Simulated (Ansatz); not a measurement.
Consider the redistribution: `[GeH3][SiH]1CS1` + `[SiH3]S[SiH2]Cl` → `Cl[SiH2][S][GeH3]` + `[SiH3][SiH]1CS1`.

Isolated molecules relaxed with PBE0-D4/def2-TZVP in Ansatz; ΔE leaves out vibrations. CBS: MP2 limit from def2 TZ/QZ plus the TZ coupled-cluster correction, frozen cores. Functionals use def2-TZVPP. B3LYP here is the variant with VWN-RPA as its local correlation; programs differ in this. For Ge outer-core shells are correlated without core-valence functions, which leaves a few kJ/mol of doubt a bond. Scalar relativity is left out up to krypton. One conformer a species, not always the lowest.

| level | ΔE (kJ/mol) |
| --- | --- |
| PBE-D4 | 27.3 |
| ωB97M-V | 32.1 |
| B2PLYP | 28.6 |
| r2SCAN | 29.2 |
| B3LYP | 27.3 |
| HF/def2-TZVPP | 24.9 |
| CCSD/def2-TZVPP | 27.8 |
| SCS-MP2/def2-QZVPP | 30.4 |

(1) What does CCSD(T)/CBS give? (Best estimate.)

Largest T1 diagnostic among the species: 0.013.

Answers

(1) The calculation gave: +30.5 kJ/mol. The listed levels differ from it by -3.2, 1.6, -1.9, -1.3, -3.2, -5.6, -2.7, -0.1 kJ/mol.
